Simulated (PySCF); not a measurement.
A GIAO shielding run with PySCF (density fitting, non-relativistic, gas phase) on `C=CCc1csc([SiH3])c1`, C$_{7}$H$_{10}$SSi:

```
{"job": {"kind": "nmr", "xc": "PBE0", "basis": "pcSseg-1"}, "charge": 0, "multiplicity": 1}
C      2.670015    -1.374988    -1.174836
C      2.234500    -0.971034     0.002884
C      1.881339     0.447618     0.335051
C      0.421741     0.539778     0.669394
C     -0.082732     0.797366     1.905635
S     -1.801723     0.800277     1.923530
C     -1.869140     0.435320     0.225652
Si    -3.516193     0.238468    -0.644765
C     -0.608542     0.330076    -0.280497
H      2.900208    -2.407874    -1.373553
H      2.823001    -0.686288    -1.990406
H      2.081595    -1.679807     0.806499
H      2.105055     1.093064    -0.517533
H      2.468984     0.781926     1.193859
H      0.452722     0.991547     2.814546
H     -4.257356     1.498758    -0.563116
H     -3.223217    -0.102630    -2.036735
H     -4.277416    -0.826321     0.011176
H     -0.412645     0.103994    -1.314247
```

Hardware: 1 thread of an x86-64 server CPU, shared host. The job also computes population analyses, field gradients, ring-centre shieldings.

**Question.** How large is the calculation?

**Answer.** 82 electrons, 217 basis functions and 1167 auxiliary functions.

**Question.** How long does it take?

**Answer.** 25 s of wall time, with 14 SCF cycles and 5 response iterations. Times on a shared host scatter by some tens of per cent.
